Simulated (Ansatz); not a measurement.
Gas-phase electronic energies from Ansatz, PBE0-D4/def2-TZVP geometries. CCSD(T)/CBS is the MP2 limit (def2-TZVPP, def2-QZVPP) plus CCSD(T) − MP2 in def2-TZVPP, frozen cores. Functionals use def2-TZVPP. For Br outer-core shells are correlated without core-valence functions, which leaves a few kJ/mol of doubt a bond. Scalar relativity is left out up to krypton. One conformer a species, not always the lowest.

Consider the cleavage of the Al–B bond: `B[SiH2][B](O)[AlH2]` + `O[SiH](O)Br` → `O[SiH](Br)[O][AlH2]` + `B[SiH2]BO`.

| level | ΔE (kJ/mol) |
| --- | --- |
| PBE0-D4 | -184.3 |
| B2PLYP | -219.0 |
| PBE0 | -185.7 |
| MP2/def2-TZVPP | -224.6 |
| CCSD/def2-TZVPP | -221.9 |
| CCSD(T)/def2-TZVPP | -213.0 |
| HF/CBS(def2) | -262.7 |
| CCSD/CBS(def2) | -220.6 |

(1) What does CCSD(T)/CBS give? (Estimate.)

Largest T1 diagnostic among the species: 0.020, so the coupled-cluster value is less sure than usual.

## Answers

(1) Ansatz gave: -211.7 kJ/mol. The listed levels differ from it by 27.4, -7.3, 26.0, -12.9, -10.2, -1.3, -51.0, -8.9 kJ/mol.

From PBE to PBE0 (25 % exact exchange), in def2-TZVPP and without D4, ΔE moves by −18.0 kJ/mol. In def2-TZVPP, CCSD(T) changes the Hartree–Fock value by +47.1 kJ/mol (the triples alone add +8.9 kJ/mol) and MP2 by +35.5 kJ/mol.
